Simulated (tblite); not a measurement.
Species: C6H4O2.
InChI=1S/C6H4O2/c7-5-1-2-6(8)4-3-5/h1-4H

Computed with GFN2-xTB (tblite): harmonic, unscaled wavenumbers at the GFN2-xTB geometry, gas phase. The method is semi-empirical: single wavenumbers can be off by several per cent or more.

Harmonic wavenumbers (cm⁻¹): 62.9, 192.8, 306.8, 404.6, 428.1, 442.1, 473.2, 602.0, 725.7, 750.8, 766.5, 806.2, 879.9, 908.8, 941.6, 949.0, 1070.5, 1156.3, 1172.9, 1257.5, 1308.8, 1309.4, 1635.5, 1664.1, 1687.6, 1695.2, 3070.2, 3071.2, 3083.6, 3084.7.

A = 5385, B = 1651, C = 1264 MHz; mass 108.021 u (most abundant isotopes); point group D2h, symmetry number 4.

Q: Zero-point energy?

A: Half the sum of the wavenumbers: 17954 cm⁻¹ = 51.33 kcal/mol.

Q: Entropy at 298.15 K, 1 bar (ideal gas, RRHO, classical rotation)?

A: Translation 39.97, rotation 25.00, vibration 13.51: S = 78.5 cal/(mol K).

Q: And Cp and H(298.15 K) − H(0)?

A: Cp = 26.16 cal/(mol K), of which vibrations give 18.22 (their classical limit is 30 R = 59.6); H(298.15 K) − H(0) = 4.71 kcal/mol without the zero-point energy, 2.34 from vibrations.

Q: Blend soft modes into free rotors: weight 1/[1 + (100 cm⁻¹/ν̃)⁴] for the oscillator and the rest for a rotor with moment μB/(μ + B), μ = h/(8π²ν), B = 10⁻⁴⁴ kg m². What vibrational entropy results?

A: 12.62 cal/(mol K) in place of 13.51, which changes −T·S at 298.15 K by +0.27 kcal/mol.

Q: How do the functions run with temperature in this model?

A: 
| T (K) | S (cal/(mol K)) | Cp (cal/(mol K)) | H − H(0) (kcal/mol) | G − H(0) (kcal/mol) | ln q(vib) |
| --- | --- | --- | --- | --- | --- |
| 150 | 64.7 | 15.2 | 1.65 | -8.06 | 1.09 |
| 250 | 74.2 | 22.6 | 3.54 | -15.01 | 2.23 |
| 400 | 87.2 | 33.1 | 7.74 | -27.13 | 4.26 |
| 600 | 102.6 | 43.0 | 15.42 | -46.14 | 7.21 |
| 900 | 121.9 | 51.8 | 29.76 | -79.92 | 11.57 |

q(vib) and H(0) count from the zero-point level.

Hindered rotation and anharmonicity are outside this model.
